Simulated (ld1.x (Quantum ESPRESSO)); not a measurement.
## tin (Sn): variants of one TM potential

Base potential:

| Property | Result |
| --- | --- |
| Element | Sn (Z = 50) |
| Generator | ld1.x (Quantum ESPRESSO) 7.5 |
| Type | norm-conserving Troullier–Martins (Kleinman–Bylander form) |
| Functional | LDA (PZ) |
| Relativity | fully relativistic |
| Frozen core | [Kr] |
| Valence charge | 14 |
| Reference configuration | 4d10 5s2 5p2 |
| Partial waves | 5p (bound): rc 2.05 bohr; 4d (bound): rc 1.65 bohr; 5s (bound): rc 2.20 bohr |
| Local potential | the s channel |
| Core correction | none |

Open shells are filled in proportion to 2j + 1 (rel_dist='average').

Cutoffs, loose and tight: the cutoffs (Ry, on a coarse ladder) from which the occupation-weighted sum of valence levels, in a spherical-Bessel basis at the reference potential, stays within 10 and 1 mRy of its value at 400 Ry. They do not see the model core or the augmentation charge, which bear on the density cutoff. Test errors are all-electron minus pseudo excitation energies from the reference, over the configurations 4d10 5s2 5p1; 4d10 5s2 5p0; 4d10 5s1 5p0; 4d9 5s2 5p2; 4d10 5s1 5p3; 4d10 5s1 5p2; 4d10 5s0 5p4. A dash means not determined; rows that change the core or the reference have their own tests.

A true bound ghost makes a file unfit for plane-wave use even where its test errors are small: the radial tests pick states by their node count and pass the ghost by.

Cutoffs are not given where the Bessel-basis levels miss the radial ones by over 6 mRy, ghosts where they miss by over 20 mRy; a channel whose overlap is not positive is not tested.

On the changes marked as counting shells twice: ld1.x takes every shell without a wave as core, so the model core holds the marked electrons as well and exchange and correlation see them twice. This cancels in the reference configuration, but the file is broken for other ones, and its errors say nothing about a proper core correction.

```tsv
change	outcome	cutoff, loose	cutoff, tight	bound ghosts	largest test error (meV)
base	generated	80 Ry	140 Ry	none	-222
reference 4d10 5s1 5p3	generated	80 Ry	140 Ry	none	-210
wave 5s (bound): rc 2.20 bohr becomes 5s (bound): rc 1.46 bohr	generated	80 Ry	160 Ry	p1/2	+52
local potential all-electron potential smoothed inside 1.50 bohr (lloc = -1)	generated	80 Ry	140 Ry	s	+491
functional PBE	generated	80 Ry	140 Ry	none	-236
all radii scaled by about 1.05 (s 2.32, p 2.16, d 1.74 bohr)	generated	80 Ry	120 Ry	none	-201
wave 5p (bound): rc 2.05 bohr becomes 5p (bound): rc 1.32 bohr	generated	300 Ry	over 300 Ry	p3/2, p1/2	-255
core correction a·sin(br)/r model core inside 0.68 bohr	generated	80 Ry	140 Ry	none	-267
wave 4d (bound): rc 1.65 bohr becomes 4d (bound): rc 2.18 bohr	generated	55 Ry	100 Ry	none	-71
core [Ar] 3d10, valence charge 22; reference 4s2 4p6 4d10 5s2 5p2; waves now 4s (bound): rc 0.75 bohr; 4d (bound): rc 0.95 bohr; 4p (bound): rc 1.20 bohr; local potential the p channel; core correction a·sin(br)/r model core, default radius (core density twice the valence density) (5p, 5s counted twice)	generated, misses its reference levels by 5.19 eV	–	–	not determined	-2403
type PAW; waves now 5s (bound): rcut 1.90, rcutus 2.20 bohr; 5s channel at 0.55 Ry: rcut 1.90, rcutus 2.20 bohr; 5p (bound): rcut 1.80, rcutus 2.05 bohr; 5p channel at 1.6 Ry: rcut 1.80, rcutus 2.05 bohr; 4d (bound): rcut 1.45, rcutus 1.65 bohr; 4d channel at -1.35 Ry: rcut 1.45, rcutus 1.65 bohr; local potential all-electron potential smoothed inside 1.95 bohr (lloc = -2); core correction a·sin(br)/r model core, default radius (ld1.x builds one for every PAW set, though the input has nlcc=.false.); augmentation PSQ, inside the norm-conserving radii	generated	–	–	not determined	-107
wave 4d (bound): rc 1.65 bohr becomes 4d (bound): rc 1.46 bohr	generated	90 Ry	140 Ry	none	-243
```
